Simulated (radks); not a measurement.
Q: These are the eigenvalues of the occupied orbitals of an atom or ion with whole-number occupations (hartree). Calculated with a radial shooting solver on a logarithmic mesh with Libxc functionals: Dirac Kohn-Sham, LB94 model potential, spin-unpolarised, spherical densities, finite nucleus; Fermi nuclear charge, rms radius of each element as measured or else 0.836 A^(1/3) + 0.57 fm.

orbital  eigenvalue
1s1/2     -1917.108
2s1/2     -374.6002
2p1/2     -359.9667
2p3/2     -333.9615
3s1/2     -130.8420
3p1/2     -124.6941
3p3/2     -118.9020
3d3/2     -108.7789
3d5/2     -107.4578

Which element is it, and in what charge state? The configuration may be excited. Open shells, if any, fill j = l - 1/2 first.

A: Z = 64, gadolinium, charge +39: Gd39+ in [Ar] 3d7. The list shows which subshells hold electrons but not how many an open one holds; the 1s level, -1917.1 hartree, gives Z - s = 61.9 by -(Z - s)^2/2, which with screening and relativity narrows Z to a few neighbours, and the depths of the outer levels then fix element, charge and occupations together.
